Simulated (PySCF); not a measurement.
CH7Cl2NSi2, SMILES CN[Si@H](Cl)[SiH2]Cl.

Coordinates come from a PBE-D3(BJ)/def2-SVP optimisation. The structure was generated by enumeration; whether it is a known compound was not checked. The values are those of a single conformer.

All values below come from PBE-D3(BJ)/def2-SVP run with PySCF.

Frequencies are harmonic and unscaled.

Computed vibrational spectrum:
```csv
mode,ν (cm⁻¹),IR (km/mol),moving atoms (share of kinetic energy)
1,42,1.4,"Cl 42 %, Si 25 %, H 16 %, C 15 %"
2,64,2.5,"Cl 48 %, Si 22 %, H 14 %, N 11 %"
3,76,0.9,"C 34 %, H 26 %, Cl 22 %, Si 14 %"
4,96,2.3,H 81 %
5,135,1.5,"Cl 35 %, Si 29 %, H 19 %, C 13 %"
6,146,0.7,"Cl 36 %, Si 28 %, H 19 %, C 13 %"
7,240,7.3,"N 46 %, Cl 22 %, H 16 %, Si 14 %"
8,321,12.5,"H 40 %, N 25 %, Si 22 %, C 12 %"
9,405,3.7,"Si 65 %, H 20 %"
10,437,30.1,"H 76 %, N 11 %, Si 8 %"
11,484,20.8,"Si 45 %, H 32 %, Cl 20 %"
12,502,150.9,"Si 41 %, H 32 %, Cl 20 %"
13,530,36.9,"Si 53 %, Cl 38 %, H 9 %"
14,660,36.4,H 90 %
15,687,87.9,H 85 %
16,754,119.7,"H 63 %, Si 16 %, N 13 %"
17,800,48.1,"H 87 %, Si 12 %"
18,834,156.3,"H 58 %, Si 26 %, N 14 %"
19,896,67.6,H 96 %
20,1064,7.0,"H 81 %, C 11 %"
21,1097,2.5,"H 75 %, C 19 %"
22,1138,82.3,"N 44 %, C 34 %, H 20 %"
23,1346,31.2,"H 66 %, N 23 %, C 10 %"
24,1400,3.7,"H 89 %, C 10 %"
25,1409,8.2,H 93 %
26,1443,4.2,H 96 %
27,2160,65.1,H 98 %
28,2172,44.9,H 96 %
29,2185,122.1,H 96 %
30,2931,68.2,H 96 %
31,3011,20.4,"H 91 %, C 9 %"
32,3048,16.5,"H 91 %, C 9 %"
33,3505,28.8,H 93 %
```
